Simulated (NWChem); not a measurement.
Molecule: NbF₄, doublet; SMILES [F][Nb]([F])([F])[F]

In the optimisation the excess spin sits in a1 (D2d, its own frame). This spin state was assumed; another may lie lower. def2 effective core potentials on Nb; no spin-orbit coupling.

Problem. Give the equilibrium geometry at PBE-D3(BJ)/def2-SVP with def2 effective core potentials on Nb, spin-unrestricted (NWChem) as a list of bonds and angles, with the point group.

Solution. point group D2d; any orientation.
Bond lengths (Å): Nb1–F2 1.869, Nb1–F3 1.869, Nb1–F4 1.869, Nb1–F5 1.869. Angles (°): F2–Nb1–F3 134.1, F2–Nb1–F4 98.7, F2–Nb1–F5 98.7, F3–Nb1–F4 98.7, F3–Nb1–F5 98.7, F4–Nb1–F5 134.1.
